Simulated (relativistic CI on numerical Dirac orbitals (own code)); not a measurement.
Calculated at this level of theory: Dirac-Coulomb-Breit CI, separate exchange-only KLI orbitals for each configuration, model QED, unscaled Slater integrals (own radial code, finite nucleus).

Configuration list (outside the closed core [Ar]): 3d10 4s, 3d10 4p, 3d10 4d, 3d10 4f, 3d10 5s, 3d10 5p, 3d10 5d, 3d10 5f, 3d10 5g, 3d10 6s, 3d10 6p, 3d10 6d, 3d9 4s2, 3d10 6f, 3d10 7s, 3d9 4s 4p, 3d10 8s, 3d9 4s 4d, 3d9 4s 4f, 3d9 4s 5s, 3d9 4s 5p, 3d9 4s 5d, 3d9 4s 5f. Double excitations out of closed p, d and f shells are left out; levels of such configurations are missing from the list, as are those of other unlisted configurations, and high levels can miss mixing partners.

At this charge energies of transitions that change n are usually good to better than 1 %, and those within a shell (Δn = 0) to a few per cent.

Outline of the computed level scheme of Er XL. Lowest level of each configuration: 3d10 4s 2S_1/2 at 0.000 eV; 3d10 4p 2P°_1/2 at 83.196 eV; 3d10 4d 2D_3/2 at 278.947 eV; 3d10 4f 2F°_5/2 at 432.962 eV; 3d10 5s 2S_1/2 at 749.710 eV; 3d10 5p 2P°_1/2 at 789.971 eV; 3d10 5d 2D_3/2 at 882.061 eV; 3d10 5f 2F°_5/2 at 950.585 eV; 3d10 5g 2G_7/2 at 982.473 eV.

Some strong electric-dipole decays among the lowest 16 levels: 3d10 5g 2G_9/2 → 3d10 4f 2F°_7/2 (1.2e+13 s⁻¹); 3d10 5g 2G_7/2 → 3d10 4f 2F°_5/2 (1.2e+13 s⁻¹); 3d10 5f 2F°_7/2 → 3d10 4d 2D_5/2 (6.4e+12 s⁻¹); 3d10 5f 2F°_5/2 → 3d10 4d 2D_3/2 (5.9e+12 s⁻¹); 3d10 5s 2S_1/2 → 3d10 4p 2P°_3/2 (4.0e+12 s⁻¹); 3d10 5d 2D_5/2 → 3d10 4p 2P°_3/2 (3.2e+12 s⁻¹); 3d10 5p 2P°_1/2 → 3d10 4s 2S_1/2 (2.6e+12 s⁻¹); 3d10 5p 2P°_1/2 → 3d10 4d 2D_3/2 (2.1e+12 s⁻¹).

LS names give the leading component of a level, which can be under half, so a name can repeat, a term be missing and a line seem to break the LS rules.
